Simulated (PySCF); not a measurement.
Identify the unknown among the candidates.

All candidates are C5H13NSi3.

| technique | computed result |
| --- | --- |
| Rotational structure | rotational constants A, B, C: 1.695, 0.641, 0.517 GHz [GFN2-xTB] |
| NMR, other nuclei | isotropic shieldings of nuclei other than C and H, by class: 279 (1 N), 361 (1 Si), 396 (2 Si) ppm [GIAO PBE0/pcSseg-1] |
| Dipole | 1.04 D [PBE0/pcSseg-1] |
| 13C NMR | chemical shifts (computed TMS as zero) by class: 166.3 (1 C), 158.1 (1 C), 137.5 (1 C), 127.2 (1 C), 24.9 (1 C) ppm [GIAO PBE0/pcSseg-1] |
| 1H NMR | chemical shifts (computed TMS as zero) by class: 7.07 (1 H), 6.35 (1 H), 5.83 (1 H), 5.24 (1 H), 4.84 (6 H), 2.18 (3 H) ppm [GIAO PBE0/pcSseg-1] |

Gas-phase values; electronic properties from PySCF, density fitting. Levels stand in brackets. Geometry: GFN2-xTB, one conformer, isolated molecule. Each NMR value is the plain mean over a class of atoms that symmetry, rotation or inversion makes alike.

Problem. Which candidate is it?
A. `N#C[C@H]1C[C@@H]([SiH2][SiH2][SiH3])C1`
B. `C[C@@H]([SiH3])[Si@@H]1C[SiH2][C@@H]1C#N`
C. `CC1=C[Si@H](N([SiH3])[SiH3])C=C1`
D. `C=C(CC#N)[SiH2]C([SiH3])[SiH3]`
E. `[SiH3]N([SiH3])[SiH2]C#CC1CC1`

Solution. C. It is `CC1=C[Si@H](N([SiH3])[SiH3])C=C1`. Numbering: `[CH3:1][C:2]1=[CH:3][Si@H:4]([N:5]([SiH3:6])[SiH3:7])[CH:8]=[CH:9]1`. Its formula, C5H13NSi3, gives 3 degrees of unsaturation: 1 ring and 2 π bonds in the structure found. 5 carbons fall into 5 classes; from least to most shielded: fully substituted alkene carbon [C2] (166.3 ppm), alkene CH carbon [C9] (158.1 ppm), alkene CH carbon [C8] (137.5 ppm), alkene CH carbon [C3] (127.2 ppm), allylic carbon [C1] (24.9 ppm). Hydrogen classes from least to most shielded: 1 H on an alkene CH carbon, C9 (7.07 ppm), 1 H on an alkene CH carbon, C8 (6.35 ppm), 1 H on an alkene CH carbon, C3 (5.83 ppm), 1 H on an SiH silicon, Si4 (5.24 ppm), 6 H on 2 SiH3 silicons, Si6/Si7 (4.84 ppm), 3 H on an allylic carbon, C1 (2.18 ppm). The other shieldings belong to: 279 ppm, nitrogen bridging silicon atoms [N5]; 361 ppm, SiH silicon [Si4]; 396 ppm, SiH3 silicon [Si6/Si7]. The optimised geometry has point group C1 and is an asymmetric top.

The others, at the same levels:
- `C[C@@H]([SiH3])[Si@@H]1C[SiH2][C@@H]1C#N` fails: its computed 13C shifts are 124.6 (1 C), 13.0 (1 C), 1.2 (1 C), -0.3 (1 C), -5.3 (1 C) ppm, 1H shifts are 5.22 (1 H), 5.05 (1 H), 5.01 (1 H), 4.24 (3 H), 1.84 (1 H), 1.32 (3 H), 0.82 (1 H), 0.65 (1 H), 0.62 (1 H) ppm and rotational constant A is 1.218 GHz (against 1.695 GHz).
- `C=C(CC#N)[SiH2]C([SiH3])[SiH3]` fails: its computed 13C shifts are 144.5 (1 C), 141.5 (1 C), 123.2 (1 C), 29.0 (1 C), -17.0 (1 C) ppm, 1H shifts are 6.32 (1 H), 5.88 (1 H), 4.57 (2 H), 4.09 (6 H), 3.16 (2 H), 0.23 (1 H) ppm and rotational constant A is 1.269 GHz (against 1.695 GHz).
- `[SiH3]N([SiH3])[SiH2]C#CC1CC1` fails: it has 4 carbon classes against 5; its computed 13C shifts are 124.3 (1 C), 78.4 (1 C), 11.4 (2 C), 3.5 (1 C) ppm, 1H shifts are 5.08 (2 H), 4.80 (6 H), 1.41 (1 H), 0.82 (2 H), 0.81 (2 H) ppm and rotational constant A is 1.985 GHz (against 1.695 GHz).
- `N#C[C@H]1C[C@@H]([SiH2][SiH2][SiH3])C1` fails: it has 4 carbon classes against 5; its computed 13C shifts are 129.0 (1 C), 30.2 (2 C), 18.9 (1 C), 15.7 (1 C) ppm, 1H shifts are 4.31 (2 H), 3.53 (3 H), 3.35 (2 H), 2.83 (1 H), 2.82 (2 H), 2.11 (2 H), 1.92 (1 H) ppm and rotational constant A is 2.093 GHz (against 1.695 GHz).

Each candidate is one conformer, not necessarily the lowest. Dipoles, sizes and rotational constants follow the conformer. The torsions of the flexible species, by atom-mapped SMILES:
- `[CH3:1][C:2]1=[CH:3][Si@H:4]([N:5]([SiH3:6])[SiH3:7])[CH:8]=[CH:9]1`: C3–Si4–N5–Si6 36°
- `[CH3:1][C@@H:2]([SiH3:3])[Si@@H:4]1[CH2:5][SiH2:6][C@@H:7]1[C:8]#[N:9]`: C1–C2–Si4–C5 -87°
- `[CH2:1]=[C:2]([CH2:3][C:4]#[N:5])[SiH2:6][CH:7]([SiH3:8])[SiH3:9]`: C1–C2–C3–C4 -114°, C1–C2–Si6–C7 95°, C2–Si6–C7–Si8 -55°
- `[SiH3:1][N:2]([SiH3:3])[SiH2:4][C:5]#[C:6][CH:7]1[CH2:8][CH2:9]1`: Si1–N2–Si4–C5 44°
- `[N:1]#[C:2][C@H:3]1[CH2:4][C@@H:5]([SiH2:6][SiH2:7][SiH3:8])[CH2:9]1`: C4–C5–Si6–Si7 163°, C5–Si6–Si7–Si8 161°
